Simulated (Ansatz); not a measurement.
Reaction (formal loss of a carbene): `[CH3][Ge]([NH2])([F])[Cl]` → `[CH2]` (triplet) + `[NH2][GeH]([F])[Cl]`

Isolated molecules relaxed with PBE0-D4/def2-TZVP in Ansatz; ΔE leaves out vibrations. CCSD(T)/CBS is the MP2 limit (def2-TZVPP, def2-QZVPP) plus CCSD(T) − MP2 in def2-TZVPP, frozen cores. This one scheme is used for every species. Functionals use def2-TZVPP. B3LYP here is the variant with VWN-RPA as its local correlation; programs differ in this. HSE06 is defined as in plane-wave codes. Triplets are unrestricted, without spin–orbit coupling. For Ge outer-core shells are correlated without core-valence functions, which leaves a few kJ/mol of doubt a bond. Scalar relativity is left out up to krypton. Each species was taken in one conformer, which may not be the lowest.

| level | ΔE (kJ/mol) | difference from CCSD(T)/CBS |
| --- | --- | --- |
| LDA (SPW92) | 550.7 | 65.1 |
| PBE-D4 | 488.8 | 3.2 |
| revPBE-D4 | 475.1 | -10.5 |
| BLYP-D4 | 475.5 | -10.1 |
| PBE0-D4 | 480.8 | -4.8 |
| B3LYP-D4 | 476.0 | -9.6 |
| r2SCANh-D4 | 461.2 | -24.4 |
| r2SCAN0-D4 | 458.8 | -26.8 |
| HSE06-D4 | 481.2 | -4.4 |
| BHLYP-D4 | 464.5 | -21.1 |
| CAM-B3LYP-D4 | 478.5 | -7.1 |
| ωB97X-V | 492.0 | 6.4 |
| ωB97M-V | 485.7 | 0.1 |
| B2PLYP | 473.9 | -11.7 |
| PBE-QIDH | 480.5 | -5.1 |
| PBE | 481.7 | -3.9 |
| revPBE | 457.3 | -28.3 |
| r2SCAN | 460.9 | -24.7 |
| B3LYP | 464.8 | -20.8 |
| r2SCANh | 459.1 | -26.5 |
| r2SCAN0 | 456.5 | -29.1 |
| HSE06 | 475.3 | -10.3 |
| BHLYP | 455.5 | -30.1 |
| CAM-B3LYP | 472.1 | -13.5 |
| LC-ωPBE | 469.8 | -15.8 |
| RPA@PBE/def2-TZVPP | 465.8 | -19.8 |
| HF/def2-SVP | 334.5 | -151.1 |
| MP2/def2-SVP | 467.0 | -18.6 |
| CCSD/def2-SVP | 446.9 | -38.7 |
| CCSD(T)/def2-SVP | 455.0 | -30.6 |
| HF/def2-TZVPP | 332.8 | -152.8 |
| MP2/def2-TZVPP | 489.4 | 3.8 |
| SCS-MP2/def2-TZVPP | 486.9 | 1.3 |
| CCSD/def2-TZVPP | 462.9 | -22.7 |
| CCSD(T)/def2-TZVPP | 474.5 | -11.1 |
| HF/def2-QZVPP | 332.0 | -153.6 |
| SCS-MP2/def2-QZVPP | 494.4 | 8.8 |
| HF/CBS(def2) | 331.9 | -153.7 |
| MP2/CBS(def2) | 500.5 | 14.9 |
| CCSD/CBS(def2) | 474.0 | -11.6 |
| CCSD(T)/CBS | 485.6 | 0 |

**Question.** What do rigid-rotor, harmonic-oscillator terms from PBE0-D4/def2-TZVP frequencies (298.15 K, 1 bar) make of the CCSD(T)/CBS value? (Best estimate.)

**Answer.** The calculation gave: ΔZPE = -30.0 kJ/mol, ΔH = +460.1 kJ/mol, ΔS = 152 J/(mol·K), ΔG = +414.7 kJ/mol. Open shells count their whole term as degenerate.

Largest T1 diagnostic among the species: 0.011.

At CCSD(T), def2-SVP lies −30.6 kJ/mol from the extrapolated value and def2-TZVPP −11.1 kJ/mol. The D4 term adds +11.2 kJ/mol with B3LYP and +6.2 kJ/mol with PBE0; it sums over pairs of atoms, weighted by their polarisabilities, and B3LYP, whose exchange is more repulsive, gets the larger term. From PBE to PBE0 (25 % exact exchange), in def2-TZVPP and without D4, ΔE moves by −7.1 kJ/mol.
